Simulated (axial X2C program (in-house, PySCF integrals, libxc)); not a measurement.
# CoIn: from the spin-free to the two-component result

Calculated with an in-house relativistic program for diatomic molecules. Spin-free means the one-electron spin-free X2C Hamiltonian; two-component (2c) means X2C with spin–orbit coupling and atomic mean-field two-electron Coulomb and Gaunt terms, so the difference of the two also holds small scalar two-electron terms. Basis: In dyall-cv3z [11s12p9d4f1g], Co dyall-cv3z [9s10p6d3f2g] (cores contracted in-house); Gaussian nuclei, density fitting, unrestricted open shells. Masses: In 114.904 u, Co 58.933 u.

Spin-free state: M_S = 1, Λ = 2 (beyond evenly filled blocks: σα, δ+α, δ+β, δ-α); fragments In + Co.

| level | Re (Å) | ωe (cm⁻¹) | De (eV) | μ (D) |
| --- | --- | --- | --- | --- |
| PBE0 | 2.603 | 184.4 | 1.593 | -0.39 |
| LDA | 2.489 | 208.5 | 2.869 | -0.34 |

Dipoles are positive if Co is the positive end.

Two-component determinant lowest at the distance of the search:

Ω = 3 (⟨Sz⟩ = 1.00, ⟨Lz⟩ = 2.00 at PBE0); fragments In + Co.

```tsv
level	Re (Å)	ωe (cm⁻¹)	μ (D)
PBE0	2.603	184.2	-0.35
LDA	2.488	208.2	-0.31
```

(1) From the two tables, how do the constants change at the PBE0 level (2c against spin-free)?

Occupations by symmetry block were frozen at the best pattern of an incomplete PBE0 search. Dissociation energies refer to the lowest single-determinant-based atoms at the same level and basis. De is not given where an atomic determinant may have missed its ground term or J level, or where the truncated virtual space spoils (T). Density functionals use the spin component along the axis (collinear). PBE0 can misorder states that lie within some tenths of an eV, so this need not be the ground state of the molecule. The nearest other spin-free determinant of the search, M_S = 1, Λ = 3, lies 0.23 eV up at the distance of the search. Without a current term, density functionals place determinants with orbital angular momentum somewhat too high. With several unpaired electrons one determinant need not be a pure state. A state of lower Ω lies just above, and one determinant can place such states too high, so the state shown need not be the lowest. The search has Ω = 1 only 0.11 eV up. At some level and bond length an empty orbital lies below a filled one. The determinant is spin-polarised beyond a pure state at some levels (its spin-free form has ⟨S²⟩ too high), which makes Re and μ there less reliable.

Results:

(1) At the PBE0 level Re is unchanged within 0.001 Å and ωe stays the same within 0.2 cm⁻¹.
